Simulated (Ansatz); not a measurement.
Geometry optimisation, Ansatz 0.2.0, RHF/def2-SVP.

The input (input.yaml):

```yaml
crystal:
  periodic: [false, false, false]
  atoms:
    - { symbol: B, position_ang: [-0.002745, 0.16793, 0.052618] }
    - { symbol: F, position_ang: [0.036444, 0.597905, 1.288053] }
    - { symbol: F, position_ang: [1.101117, -0.004043, -0.608401] }
    - { symbol: F, position_ang: [-1.149344, 0.002014, -0.534309] }
    - { symbol: P, position_ang: [0.132386, -2.791978, 1.051078] }
    - { symbol: H, position_ang: [-0.526699, -2.576766, -0.17562] }
    - { symbol: H, position_ang: [1.425359, -2.502414, 0.571751] }
    - { symbol: H, position_ang: [-0.111017, -1.508047, 1.592229] }
basis:
  gaussian: { orbitals: def2-SVP }
hamiltonian:
  xc: hf
relax:
  f_tol: 0.03
  max_steps: 50
```

Run as:

```bash
$ ansatz run input.yaml --threads 1 --pin off --max-ram 2048MiB --backend cpu --events-out ev --progress --plain --runs-dir out
```

Question: Where does it end, and by what steps?

Answer: It converged. The force dipped under the threshold on the way, but the program's further checks kept it going. After 17 steps the energy has fallen by 0.258 eV; H8 moved furthest, 0.82 Å.

```csv
step,energy less start (eV),largest force component (eV/Å),accepted
0,0.0000,0.568,yes
1,-0.1344,1.115,yes
2,-0.2324,0.274,yes
3,-0.2401,0.330,yes
4,-0.2457,0.353,yes
5,-0.2541,0.074,yes
6,-0.2554,0.016,yes
7,-0.2548,0.219,no
8,-0.2562,0.027,yes
9,-0.2540,0.245,no
10,-0.2565,0.052,yes
11,-0.2568,0.067,yes
12,-0.2570,0.060,yes
13,-0.2573,0.039,yes
14,-0.2575,0.048,yes
15,-0.2574,0.062,no
16,-0.2576,0.030,yes
17,-0.2577,0.016,yes
```

```xyz
8
Properties=species:S:1:pos:R:3
B 0.016 0.561 -0.116
F -0.107 0.947 1.118
F 1.195 0.463 -0.651
F -1.040 0.280 -0.817
P 0.245 -3.243 1.086
H -0.715 -2.825 0.136
H 1.336 -2.588 0.470
H -0.025 -2.210 2.012
```

Whether the end is a true minimum wasn't checked by a vibrational analysis.

The run took 27 s on 1 thread of Intel(R) Xeon(R) Platinum 8488C (Sapphire Rapids), on a shared host, peak memory 0.18 GiB.
